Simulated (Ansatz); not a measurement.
`CSBS` + HCl → `CSBCl` + H₂S at 298.15 K and 1 bar (ligand exchange at a B–S bond).

Program: Ansatz. Geometries: PBE0-D4/def2-TZVP. ΔE: electronic, gas phase. CCSD(T)/CBS adds triple-zeta CCSD(T) − MP2 to the extrapolated MP2 energy (def2 sets, frozen cores). This one scheme is used for every species. Each species was taken in one conformer, which may not be the lowest.

```json
{"species": "`CSBS`", "CCSD(T)/CBS energy (Eh)": "-861.45798", "H − E (kJ/mol)": "181.1", "S (J/(mol·K))": "332.7"}
{"species": "HCl", "CCSD(T)/CBS energy (Eh)": "-460.38127", "H − E (kJ/mol)": "26.6", "S (J/(mol·K))": "186.8"}
{"species": "`CSBCl`", "CCSD(T)/CBS energy (Eh)": "-922.86962", "H − E (kJ/mol)": "156.8", "S (J/(mol·K))": "322.9"}
{"species": "H₂S", "CCSD(T)/CBS energy (Eh)": "-398.97279", "H − E (kJ/mol)": "49.9", "S (J/(mol·K))": "205.7"}
```

H − E and S are ideal-gas, rigid-rotor, harmonic terms from PBE0-D4/def2-TZVP, for one conformer and one mirror image of each species. 1 Eh = 2625.50 kJ/mol, R = 8.31446 J/(mol·K).

Question: By hand: ΔE, ΔH, ΔS and ΔG.

Answer: ΔE = (-922.86962) + (-398.97279) − (-861.45798) − (-460.38127) = -0.00316 Eh = -8.3 kJ/mol. Δ(H − E) = 156.8 + 49.9 − 181.1 − 26.6 = -1.0, so ΔH = -9.3 kJ/mol. ΔS = 322.9 + 205.7 − 332.7 − 186.8 = 9.1 J/(mol·K). ΔG = -9.3 − 298.15 × (9.1)/1000 = -12.0 kJ/mol.

Question: By hand: the equilibrium constant, and the temperature at which ΔG would vanish if ΔH and ΔS stayed fixed.

Answer: log₁₀ K = −ΔG/(RT ln 10) = 2.1. ΔH and −TΔS have one sign here, so there is no such temperature.

The number of gas molecules stays the same, so ΔS is small and ΔH decides. A doubt of 5 kJ/mol in ΔE shifts log₁₀ K by 0.9 here. Other conformers and mirror images would add mixing entropy, several J/(mol·K) or more a flexible species. Modes under 60 cm⁻¹, often nearly free rotors, make the harmonic entropy too high. These are equilibria of isolated gas molecules and say nothing of rates. Largest T1 diagnostic: 0.013 (customary marks: 0.02 for closed shells, 0.045 for open ones).

ΔS is within the doubt of such terms, so its sign, and with it that verdict, could turn.
